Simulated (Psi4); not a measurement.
Input for Psi4: SAPT0/jun-cc-pV(D+d)Z on C3H10O (a complex), monomers drawn apart or pushed together.

```
memory 2025 MB

molecule dimer {
0 1
C    -0.63362762    0.24077268    0.05274140
O     0.68303426   -0.15537351    0.40825259
H    -1.24813761   -0.60853692   -0.26510063
H    -0.54117946    0.93092368   -0.78458703
H    -1.14282022    0.75867897    0.87304389
H     0.62855758   -0.77085626    1.14619712
--
0 1
C    -0.12401216   -0.76300701    4.10054650
C     0.14690643    0.73541979    4.20425153
H    -0.49971667   -1.16957351    5.04126668
H     0.78607109   -1.31567373    3.85321776
H    -0.87436362   -0.98222300    3.33654771
H    -0.76429821    1.28503718    4.44763376
H     0.53813539    1.13174676    3.26612401
H     0.87919775    0.94899895    4.98485202
units angstrom
symmetry c1
no_reorient
no_com
}

set {
  basis jun-cc-pV(D+d)Z
  scf_type df
  freeze_core true
}

energy('sapt0')
```

Output:

```
[...]
==> Input File <==

--------------------------------------------------------------------------
memory 2025 MB

molecule dimer {
0 1
C    -0.63362762    0.24077268    0.05274140
O     0.68303426   -0.15537351    0.40825259
H    -1.24813761   -0.60853692   -0.26510063
H    -0.54117946    0.93092368   -0.78458703
H    -1.14282022    0.75867897    0.87304389
H     0.62855758   -0.77085626    1.14619712
--
0 1
C    -0.12401216   -0.76300701    4.10054650
C     0.14690643    0.73541979    4.20425153
H    -0.49971667   -1.16957351    5.04126668
H     0.78607109   -1.31567373    3.85321776
H    -0.87436362   -0.98222300    3.33654771
H    -0.76429821    1.28503718    4.44763376
H     0.53813539    1.13174676    3.26612401
H     0.87919775    0.94899895    4.98485202
units angstrom
symmetry c1
no_reorient
no_com
}

set {
  basis jun-cc-pV(D+d)Z
  scf_type df
  freeze_core true
}

energy('sapt0')
--------------------------------------------------------------------------


   => Loading Basis Set <=

    Name: JUN-CC-PV(D+D)Z
    Role: ORBITAL
    Keyword: BASIS
    atoms 1, 7-8    entry C          line   188 file jun-cc-pv_dpd_z.gbs
    atoms 2         entry O          line   256 file jun-cc-pv_dpd_z.gbs
    atoms 3-6, 9-14 entry H          line    60 file jun-cc-pv_dpd_z.gbs

   => Loading Basis Set <=

    Name: JUN-CC-PV(D+D)Z
    Role: ORBITAL
    Keyword: BASIS
    atoms 1, 7-8    entry C          line   188 file jun-cc-pv_dpd_z.gbs
    atoms 2         entry O          line   256 file jun-cc-pv_dpd_z.gbs
    atoms 3-6, 9-14 entry H          line    60 file jun-cc-pv_dpd_z.gbs


  //>>>>>>>>>>>>>>>>>>>>>>>>>>>>>>>>>>>//
  //              Dimer HF             //
  //<<<<<<<<<<<<<<<<<<<<<<<<<<<<<<<<<<<//

   => Libint2 <=

    Primary   basis highest AM E, G, H:  7, 6, 3
    Auxiliary basis highest AM E, G, H:  7, 7, 4
    Onebody   basis highest AM E, G, H:  -, -, -
    Solid Harmonics ordering:            Gaussian


   => Loading Basis Set <=

    Name: JUN-CC-PV(D+D)Z
    Role: ORBITAL
    Keyword: BASIS
    atoms 1, 7-8    entry C          line   188 file jun-cc-pv_dpd_z.gbs
    atoms 2         entry O          line   256 file jun-cc-pv_dpd_z.gbs
    atoms 3-6, 9-14 entry H          line    60 file jun-cc-pv_dpd_z.gbs


         ---------------------------------------------------------
                                   SCF
               by Justin Turney, Rob Parrish, Andy Simmonett
                          and Daniel G. A. Smith
                              RHF Reference
                        1 Threads,   1931 MiB Core
         ---------------------------------------------------------

  ==> Geometry <==

    Molecular point group: c1
    Full point group: C1

    Geometry (in Angstrom), charge = 0, multiplicity = 1:

       Center              X                  Y                   Z               Mass
    ------------   -----------------  -----------------  -----------------  -----------------
         C           -0.633627620000     0.240772680000     0.052741400000    12.000000000000
         O            0.683034260000    -0.155373510000     0.408252590000    15.994914619570
         H           -1.248137610000    -0.608536920000    -0.265100630000     1.007825032230
         H           -0.541179460000     0.930923680000    -0.784587030000     1.007825032230
         H           -1.142820220000     0.758678970000     0.873043890000     1.007825032230
         H            0.628557580000    -0.770856260000     1.146197120000     1.007825032230
         C           -0.124012160000    -0.763007010000     4.100546500000    12.000000000000
         C            0.146906430000     0.735419790000     4.204251530000    12.000000000000
         H           -0.499716670000    -1.169573510000     5.041266680000     1.007825032230
         H            0.786071090000    -1.315673730000     3.853217760000     1.007825032230
         H           -0.874363620000    -0.982223000000     3.336547710000     1.007825032230
         H           -0.764298210000     1.285037180000     4.447633760000     1.007825032230
         H            0.538135390000     1.131746760000     3.266124010000     1.007825032230
         H            0.879197750000     0.948998950000     4.984852020000     1.007825032230

  Running in c1 symmetry.

  Rotational constants: A =      0.37913  B =      0.03086  C =      0.03053 [cm^-1]
  Rotational constants: A =  11365.94489  B =    925.23929  C =    915.20251 [MHz]
  Nuclear repulsion =  124.965225645669406

  Charge       = 0
  Multiplicity = 1
  Electrons    = 36
  Nalpha       = 18
  Nbeta        = 18

  ==> Algorithm <==

  SCF Algorithm Type is DF.
  DIIS enabled.
  MOM disabled.
  Fractional occupation disabled.
  Guess Type is SAD.
  Energy threshold   = 1.00e-08
  Density threshold  = 1.00e-08
  Integral threshold = 1.00e-12

  ==> Primary Basis <==

  Basis Set: JUN-CC-PV(D+D)Z
    Blend: JUN-CC-PV(D+D)Z
    Number of shells: 62
    Number of basis functions: 122
    Number of 
[...]
566286   119A      5.929568   120A      6.832755
     121A     18.436411   122A     33.504175

    Final Occupation by Irrep:
              A
    DOCC [     9 ]
    NA   [     9 ]
    NB   [     9 ]

  @DF-RHF Final Energy:   -79.23541590477791

   => Energetics <=

    Nuclear Repulsion Energy =             42.2540065226835466
    One-Electron Energy =                -189.0399947627153097
    Two-Electron Energy =                  67.5505723352538610
    Total Energy =                        -79.2354159047779092

Computation Completed


Properties will be evaluated at   0.000000,   0.000000,   0.000000 [a0]

Properties computed using the SCF density matrix


 Multipole Moments:

 ------------------------------------------------------------------------------------
     Multipole            Electronic (a.u.)      Nuclear  (a.u.)        Total (a.u.)
 ------------------------------------------------------------------------------------

 L = 1.  Multiply by 2.5417464519 to convert [e a0] to [Debye]
 Dipole X            :         -0.3825492            0.3824642           -0.0000849
 Dipole Y            :          0.5057728           -0.5049550            0.0008178
 Dipole Z            :       -141.2697975          141.2729585            0.0031610
 Magnitude           :                                                    0.0032662

 ------------------------------------------------------------------------------------

  Constructing Basis Sets for SAPT...

   => Loading Basis Set <=

    Name: (JUN-CC-PV(D+D)Z AUX)
    Role: RIFIT
    Keyword: DF_BASIS_SAPT
    atoms 1, 7-8    entry C          line   100 file jun-cc-pvdz-ri.gbs
    atoms 2         entry O          line   188 file jun-cc-pvdz-ri.gbs
    atoms 3-6, 9-14 entry H          line    30 file jun-cc-pvdz-ri.gbs

   => Loading Basis Set <=

    Name: (JUN-CC-PV(D+D)Z AUX)
    Role: JKFIT
    Keyword: DF_BASIS_ELST
    atoms 1, 7-8    entry C          line   146 file jun-cc-pvdz-jkfit.gbs
    atoms 2         entry O          line   258 file jun-cc-pvdz-jkfit.gbs
    atoms 3-6, 9-14 entry H          line    70 file jun-cc-pvdz-jkfit.gbs


  //>>>>>>>>>>>>>>>>>>>>>>>>>>>>>>>>>>>//
  //               SAPT0               //
  //<<<<<<<<<<<<<<<<<<<<<<<<<<<<<<<<<<<//



        SAPT0
    Ed Hohenstein
     6 June 2009

      Orbital Information
  --------------------------
    NSO        =       122
    NMO        =       122
    NRI        =       400
    NRI (Elst) =       546
    NOCC A     =         9
    NOCC B     =         9
    FOCC A     =         2
    FOCC B     =         2
    NVIR A     =       113
    NVIR B     =       113

    Elst10,r            =    -0.000645886902 [Eh]
    Exch10              =     0.001044894238 [Eh]
    Exch10 (S^2)        =     0.001044378110 [Eh]

    Maxiter = 50
    CPHF R converge = 1.000000E-08

    Iter     Energy [mEh]          dE [mEh]         Residual      Time [s]
       1      -0.03639041       0.036390415     7.069367e-04             0
       2      -0.04351788       0.007127466     1.088833e-04             0
       3      -0.04338523      -0.000132655     5.948408e-05             0
       4      -0.04331078      -0.000074442     1.539937e-05             0
       5      -0.04333426       0.000023474     3.955693e-06             0
       6      -0.04333553       0.000001276     1.025905e-06             0
       7      -0.04333446      -0.000001074     2.955697e-07             0
       8      -0.04333438      -0.000000079     8.126051e-08             0
       9      -0.04333447       0.000000091     1.367535e-08             0
      10      -0.04333446      -0.000000012     2.295202e-09             0

    CHF Iterations converged

    Maxiter = 50
    CPHF R converge = 1.000000E-08

    Iter     Energy [mEh]          dE [mEh]         Residual      Time [s]
       1      -0.22247664       0.222476642     2.440935e-03             0
       2      -0.26942532       0.046948677     7.742512e-04             1
       3      -0.27476349       0.005338168     1.880001e-04             1
       4      -0.27388099      -0.000882496     5.290872e-05             1
       5      -0.27357357      -0.000307425     8.154426e-06             1
       6      -0.27362436       0.000050792     1.506182e-06             1
       7      -0.27362434      -0.000000014     4.364010e-07             1
       8      -0.27362300      -0.000001343     7.845111e-08             1
       9      -0.27362308       0.000000080     1.265309e-08             1
      10      -0.27362309       0.000000013     1.947754e-09             1

    CHF Iterations converged

    Ind20,r (A<-B)      =    -0.000043334460 [Eh]
    Ind20,r (B<-A)      =    -0.000273623095 [Eh]
    Ind20,r             =    -0.000316957555 [Eh]
    Exch-Ind20,r (A<-B) =     0.000036142084 [Eh]
    Exch-Ind20,r (B<-A) =     0.000096147563 [Eh]
    Exch-Ind20,r        =     0.000132289647 [Eh]
    Disp20              =    -0.001567288966 [Eh]
    Disp20 (SS)         =    -0.000783644483 [Eh]
    Disp20 (OS)         =    -0.000783644483 [Eh]
    Exch-Disp20         =     0.000076399834 [Eh]
    Exch-Disp20 (SS)    =     0.000043124940 [Eh]
    Exch-Disp20 (OS)    =     0.000033274894 [Eh]

    SAPT Results
  --------------------------------------------------------------------------------------------------------
    Electrostatics                 -0.64588690 [mEh]      -0.40530015 [kcal/mol]      -1.69577583 [kJ/mol]
      Elst10,r                     -0.64588690 [mEh]      -0.40530015 [kcal/mol]      -1.69577583 [kJ/mol]

    Exchange                        1.04489424 [mEh]       0.65568103 [kcal/mol]       2.74336944 [kJ/mol]
      Exch10                        1.04489424 [mEh]       0.65568103 [kcal/mol]       2.74336944 [kJ/mol]
      Exch10(S^2)                   1.04437811 [mEh]       0.65535716 [kcal/mol]       2.74201435 [kJ/mol]

    Induction                      -0.25081317 [mEh]      -0.15738764 [kcal/mol]      -0.65850988 [kJ/mol]
      Ind20,r                      -0.31695755 [mEh]      -0.19889387 [kcal/mol]      -0.83217195 [kJ/mol]
      Exch-Ind20,r                  0.13228965 [mEh]       0.08301301 [kcal/mol]       0.34732642 [kJ/mol]
      delta HF,r (2)               -0.06614526 [mEh]      -0.04150678 [kcal/mol]      -0.17366435 [kJ/mol]

    Dispersion                     -1.49088913 [mEh]      -0.93554705 [kcal/mol]      -3.91432888 [kJ/mol]
      Disp20                       -1.56728897 [mEh]      -0.98348867 [kcal/mol]      -4.11491661 [kJ/mol]
      Exch-Disp20                   0.07639983 [mEh]       0.04794162 [kcal/mol]       0.20058774 [kJ/mol]
      Disp20 (SS)                  -0.78364448 [mEh]      -0.49174434 [kcal/mol]      -2.05745831 [kJ/mol]
      Disp20 (OS)                  -0.78364448 [mEh]      -0.49174434 [kcal/mol]      -2.05745831 [kJ/mol]
      Exch-Disp20 (SS)              0.04312494 [mEh]       0.02706131 [kcal/mol]       0.11322451 [kJ/mol]
      Exch-Disp20 (OS)              0.03327489 [mEh]       0.02088031 [kcal/mol]       0.08736322 [kJ/mol]

  Total HF                          0.14819417 [mEh]       0.09299325 [kcal/mol]       0.38908374 [kJ/mol]
  Total SAPT0                      -1.34269496 [mEh]      -0.84255381 [kcal/mol]      -3.52524514 [kJ/mol]

  Special recipe for scaled SAPT0 (see Manual):
    Electrostatics sSAPT0          -0.64588690 [mEh]      -0.40530015 [kcal/mol]      -1.69577583 [kJ/mol]
    Exchange sSAPT0                 1.04489424 [mEh]       0.65568103 [kcal/mol]       2.74336944 [kJ/mol]
    Induction sSAPT0               -0.25061694 [mEh]      -0.15726450 [kcal/mol]      -0.65799468 [kJ/mol]
    Dispersion sSAPT0              -1.49077581 [mEh]      -0.93547594 [kcal/mol]      -3.91403134 [kJ/mol]
  Total sSAPT0                     -1.34238541 [mEh]      -0.84235956 [kcal/mol]      -3.52443241 [kJ/mol]
  --------------------------------------------------------------------------------------------------------



*** Psi4 exiting successfully. Buy a developer a beer!
```

The run finished.

Cost: about 12 core-seconds (a rough figure).
